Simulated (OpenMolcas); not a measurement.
Ions of charge +3 along the 4f row on the Ca site of CaO

```yaml
Program: OpenMolcas 26.06
Method: CASSCF
Spin-orbit_coupling: RASSI with atomic mean-field integrals over the reference wave functions
```

The f shell is active. Each dopant is a cluster with its nearest anions in model potentials and point charges, with no relaxation and no local charge compensation. Distances were set from a Shannon-type radius of the metal (high-spin where two are listed) plus a fixed donor radius (O 1.38 Å), in hosts weighted 0.65 to 0.35 with the host's distance in the model lattice. Ligand basis ANO-RCC-VDZP, DKH2 Hamiltonian. States (labels of O, the rotations of Oh). Energies in cm-1 above the lowest state or level, χT in cm3 K/mol; under a threefold ground state the first gap can be a small split of the lowest multiplet, not the spin-orbit step. Free-ion χT is g² J(J+1) / 8 for Hund's level.

| Ion | Shell | R (Å) | Metal basis | Ground state | First state of that spin | First gap with spin-orbit (degeneracies) | Width of lowest J | χT at 300 K | Free-ion χT |
| --- | --- | --- | --- | --- | --- | --- | --- | --- | --- |
| Ce3+ | 4f1 | 2.395 | ANO-RCC-VDZP | 2A2 | 2T2 1129 | 1414 (2, 4) | 1414 | 0.290 | 0.804 |
| Pr3+ | 4f2 | 2.382 | ANO-RCC-VDZP | 3T1 | 3T2 833.5 | 462.2 (1, 3) | 1412 | 1.053 | 1.600 |
| Nd3+ | 4f3 | 2.378 | ANO-RCC-VDZP | 4A2 | 4T2 260.5 | 173.5 (4, 2) | 592 | 1.446 | 1.636 |
| Pm3+ | 4f4 | 2.369 | ANO-RCC-VDZP | 5A1 | 5T2 44.4 | 396.2 (3, 2) | 448 | 0.857 | 0.900 |
| Sm3+ | 4f5 | 2.362 | ANO-RCC-VDZP | 6T1 | 6E 302.1 | 257.1 (2, 4) | 257 | 0.306 | 0.089 |
| Eu3+ | 4f6 | 2.354 | ANO-RCC-VDZP | 7T1 | 7T2 728.0 | 352.7 (1, 3) |  | 1.398 | 0 |
| Gd3+ | 4f7 | 2.349 | ANO-RCC-VDZP | 8A1 |  |  |  | 7.851 | 7.875 |
| Tb3+ | 4f8 | 2.339 | ANO-RCC-VDZP | 7A2 | 7T2 564.8 | 50.2 (1, 3) | 600 | 11.334 | 11.812 |
| Dy3+ | 4f9 | 2.332 | ANO-RCC-VDZP | 6T1 | 6T2 383.8 | 46.8 (2, 4) | 592 | 13.669 | 14.167 |
| Ho3+ | 4f10 | 2.324 | ANO-RCC-VDZP | 5A2 | 5T2 105.6 | 12.4 (2, 3) | 363 | 13.666 | 14.062 |
| Er3+ | 4f11 | 2.317 | ANO-RCC-VDZP | 4A1 | 4T2 49.3 | 60.2 (4, 2) | 407 | 11.216 | 11.475 |
| Tm3+ | 4f12 | 2.311 | ANO-RCC-VDZP | 3T1 | 3E 135.7 | 79.4 (1, 3) | 549 | 6.882 | 7.146 |

χT departs most from the free-ion value for Eu3+, by +1.398 cm3 K/mol.

Without dynamic correlation the ligand-field splitting of an f shell can come out too small, at times by half (holds for Pr3+; Nd3+; Pm3+; Sm3+; Eu3+; Tb3+; Dy3+; Ho3+; Er3+; Tm3+). High states are left out of the spin-orbit mixing, which shifts the levels that they would mix with (holds for Nd3+; Pm3+; Sm3+; Eu3+; Tb3+; Dy3+; Ho3+; Er3+). No quartet enters the spin-orbit mixing, so the splitting and order within the octet and the sextets are unsound, and g values and χT are rough (holds for Gd3+). No measured value stands beside these numbers; the geometry was set by hand and not optimised.
